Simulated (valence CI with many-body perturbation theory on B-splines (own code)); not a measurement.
**Forbidden lines of Eu39+**

Calculated by configuration interaction combined with many-body perturbation theory (CI+MBPT): six valence electrons over a frozen Dirac-Fock core [Ar], radial functions for each j: 7 s, 7 p, 8 d, 6 f, 4 g, 1 h, with the one-electron correlation potential Σ1 (screened to all orders), the two-electron term Σ2, the three-electron term Σ3, Breit, model QED; selected single and double excitations, second order for the rest, scaled by the run's own slope (own B-spline code, finite nucleus).

The last digits are not significant, and no measured levels were compared; by estimate large intervals hold to a few tenths of a per cent, small ones and those within an open d or f shell to about a per cent. Core correlation moves these levels by up to 8800 cm⁻¹, and in measured spectra 5 to 20 % of such shifts remained as error; rates that hang on mixing are uncertain with them. Among the levels kept, up to 970 cm⁻¹ of a level comes from second order outside the variational space, and about a tenth of that is noise between levels of different J, which matters for small intervals. Only levels of the ground parity were solved; by the run's estimate the other parity begins above the list, which can be wrong where configurations are misplaced.

Lines 51 to 100 of 120 in falling wavelength, among levels below 1158100 cm⁻¹, chosen from the decays that carry over 1 % of a level's rate. Wavelengths and rates use the calculated energies. Electric multipoles are in the length gauge, E1 and E2 with the static RPA response of the core. Weak lines are less certain than strong ones. Lines between different terms over intervals too small for the method are left out, as are lines whose strength nearly cancels. The highest levels of a list are the least certain.

Levels are named by their leading jj configuration (3d3/2^4 stands for four electrons in 3d with j = 3/2), which in mixed levels can hold well under half, so a name can repeat and another be missing. Letters in brackets count levels of one name in rising energy.

| λ vac (Å) | Upper | Lower | Type | A (s⁻¹) | Branch % |
| --- | --- | --- | --- | --- | --- |
| 396.4 | (3d3/2^2 3d5/2^4) J=5 | (3d3/2^3 3d5/2^3) J=6 | M1 | 1.77e+05 | 59.1 |
| 395.8 | (3d3/2^2 3d5/2^4) J=5 | (3d3/2^3 3d5/2^3) J=5 | M1 | 8.75e+04 | 29.2 |
| 395.7 | (3d3/2^2 3d5/2^4) J=2 [c] | (3d3/2^3 3d5/2^3) J=3 [c] | M1 | 1.49e+05 | 27.8 |
| 387.5 | (3d3/2^2 3d5/2^4) J=2 [a] | (3d3/2^3 3d5/2^3) J=3 [a] | M1 | 4.60e+05 | 75.6 |
| 377.5 | (3d3/2 3d5/2^5) J=2 | (3d3/2^2 3d5/2^4) J=2 [b] | M1 | 1.40e+05 | 16.6 |
| 372.1 | (3d3/2 3d5/2^5) J=1 | (3d3/2^2 3d5/2^4) J=0 [a] | M1 | 2.28e+05 | 17.4 |
| 369.7 | (3d3/2^3 3d5/2^3) J=1 [b] | (3d3/2^4 3d5/2^2) J=0 | M1 | 1.12e+05 | 71.9 |
| 366.4 | (3d3/2^3 3d5/2^3) J=2 [a] | (3d3/2^4 3d5/2^2) J=2 | M1 | 1.89e+05 | 98.4 |
| 364.8 | (3d3/2 3d5/2^5) J=4 | (3d3/2^2 3d5/2^4) J=3 [b] | M1 | 1.34e+05 | 15.0 |
| 363.3 | (3d3/2^2 3d5/2^4) J=2 [c] | (3d3/2^3 3d5/2^3) J=1 [b] | M1 | 8.47e+04 | 15.8 |
| 361.9 | (3d3/2^2 3d5/2^4) J=4 [c] | (3d3/2^3 3d5/2^3) J=3 [c] | M1 | 1.39e+05 | 36.4 |
| 360.9 | (3d3/2^2 3d5/2^4) J=6 | (3d3/2^3 3d5/2^3) J=6 | M1 | 1.39e+05 | 70.5 |
| 360.6 | (3d3/2^2 3d5/2^4) J=4 [a] | (3d3/2^3 3d5/2^3) J=4 [a] | M1 | 4.43e+05 | 77.6 |
| 360.4 | (3d3/2^2 3d5/2^4) J=6 | (3d3/2^3 3d5/2^3) J=5 | M1 | 5.78e+04 | 29.4 |
| 356.9 | (3d3/2 3d5/2^5) J=2 | (3d3/2^2 3d5/2^4) J=1 | M1 | 2.15e+05 | 25.6 |
| 356.6 | (3d3/2 3d5/2^5) J=3 | (3d3/2^2 3d5/2^4) J=4 [b] | M1 | 7.96e+04 | 10.4 |
| 356.4 | (3d3/2^3 3d5/2^3) J=3 [b] | (3d3/2^4 3d5/2^2) J=2 | M1 | 2.68e+04 | 16.8 |
| 355.7 | (3d3/2^3 3d5/2^3) J=5 | (3d3/2^4 3d5/2^2) J=4 | M1 | 5.58e+04 | 98.0 |
| 355.3 | (3d3/2^3 3d5/2^3) J=6 | (3d3/2^4 3d5/2^2) J=4 | E2 | 1.04e+00 | 99.9 |
| 354.9 | (3d3/2^2 3d5/2^4) J=1 | (3d3/2^3 3d5/2^3) J=2 [a] | M1 | 5.70e+04 | 13.9 |
| 350.6 | (3d3/2^2 3d5/2^4) J=2 [c] | (3d3/2^3 3d5/2^3) J=2 [b] | M1 | 1.76e+05 | 32.7 |
| 350.4 | (3d3/2^2 3d5/2^4) J=4 [b] | (3d3/2^3 3d5/2^3) J=3 [b] | M1 | 5.34e+04 | 18.5 |
| 345.4 | (3d3/2^2 3d5/2^4) J=2 [b] | (3d3/2^3 3d5/2^3) J=3 [b] | M1 | 8.72e+04 | 24.5 |
| 345.0 | (3d3/2 3d5/2^5) J=1 | (3d3/2^2 3d5/2^4) J=2 [a] | M1 | 9.19e+05 | 70.0 |
| 336.6 | (3d3/2^2 3d5/2^4) J=2 [b] | (3d3/2^3 3d5/2^3) J=2 [a] | M1 | 1.52e+05 | 42.7 |
| 334.7 | (3d3/2^2 3d5/2^4) J=4 [a] | (3d3/2^3 3d5/2^3) J=3 [a] | M1 | 9.45e+03 | 1.7 |
| 330.2 | (3d3/2^2 3d5/2^4) J=5 | (3d3/2^3 3d5/2^3) J=4 [a] | M1 | 1.50e+04 | 5.0 |
| 329.8 | (3d3/2^2 3d5/2^4) J=3 [a] | (3d3/2^3 3d5/2^3) J=4 [a] | M1 | 1.83e+05 | 35.7 |
| 329.7 | (3d3/2^2 3d5/2^4) J=4 [c] | (3d3/2^3 3d5/2^3) J=4 [b] | M1 | 1.12e+05 | 29.3 |
| 327.8 | (3d3/2^2 3d5/2^4) J=2 [d] | (3d3/2^2 3d5/2^4) J=3 [a] | M1 | 6.69e+03 | 1.8 |
| 320.1 | (3d3/2 3d5/2^5) J=4 | (3d3/2^2 3d5/2^4) J=3 [a] | M1 | 1.32e+04 | 1.5 |
| 319.7 | (3d3/2 3d5/2^5) J=4 | (3d3/2^2 3d5/2^4) J=5 | M1 | 2.80e+05 | 31.4 |
| 311.2 | (3d3/2 3d5/2^5) J=3 | (3d3/2^2 3d5/2^4) J=3 [b] | M1 | 1.17e+05 | 15.3 |
| 308.0 | (3d3/2^2 3d5/2^4) J=3 [a] | (3d3/2^3 3d5/2^3) J=3 [a] | M1 | 2.32e+05 | 45.3 |
| 304.9 | (3d3/2^3 3d5/2^3) J=3 [b] | (3d3/2^4 3d5/2^2) J=4 | M1 | 1.21e+05 | 75.5 |
| 301.0 | (3d3/2^2 3d5/2^4) J=4 [b] | (3d3/2^3 3d5/2^3) J=5 | M1 | 1.95e+05 | 67.9 |
| 295.6 | (3d3/2 3d5/2^5) J=4 | (3d3/2^2 3d5/2^4) J=4 [a] | M1 | 4.56e+05 | 51.1 |
| 292.8 | (3d3/2^2 3d5/2^4) J=3 [b] | (3d3/2^3 3d5/2^3) J=4 [a] | M1 | 4.99e+04 | 14.7 |
| 287.2 | (3d3/2 3d5/2^5) J=2 | (3d3/2^2 3d5/2^4) J=3 [a] | M1 | 3.24e+05 | 38.6 |
| 283.7 | (3d3/2^3 3d5/2^3) J=0 | (3d3/2^4 3d5/2^2) J=2 | E2 | 4.43e+02 | 1.0 |
| 282.2 | (3d3/2 3d5/2^5) J=1 | (3d3/2^3 3d5/2^3) J=2 [b] | M1 | 1.29e+05 | 9.8 |
| 281.2 | (3d3/2^3 3d5/2^3) J=2 [b] | (3d3/2^4 3d5/2^2) J=2 | M1 | 3.40e+04 | 27.7 |
| 279.7 | (3d3/2 3d5/2^5) J=1 | (3d3/2^3 3d5/2^3) J=0 | M1 | 1.76e+04 | 1.3 |
| 278.0 | (3d3/2 3d5/2^5) J=3 | (3d3/2^2 3d5/2^4) J=3 [a] | M1 | 2.87e+05 | 37.7 |
| 277.5 | (3d3/2^2 3d5/2^4) J=2 [c] | (3d3/2^3 3d5/2^3) J=3 [b] | M1 | 2.78e+04 | 5.2 |
| 275.5 | (3d3/2^2 3d5/2^4) J=1 | (3d3/2^3 3d5/2^3) J=1 [a] | M1 | 1.59e+05 | 38.8 |
| 273.5 | (3d3/2^3 3d5/2^3) J=1 [b] | (3d3/2^4 3d5/2^2) J=2 | M1 | 2.56e+04 | 16.5 |
| 271.8 | (3d3/2^2 3d5/2^4) J=2 [c] | (3d3/2^3 3d5/2^3) J=2 [a] | M1 | 3.48e+04 | 6.5 |
| 259.4 | (3d3/2 3d5/2^5) J=3 | (3d3/2^2 3d5/2^4) J=4 [a] | M1 | 7.61e+04 | 10.0 |
| 257.6 | (3d3/2^3 3d5/2^3) J=3 [c] | (3d3/2^4 3d5/2^2) J=2 | M1 | 5.28e+04 | 47.5 |
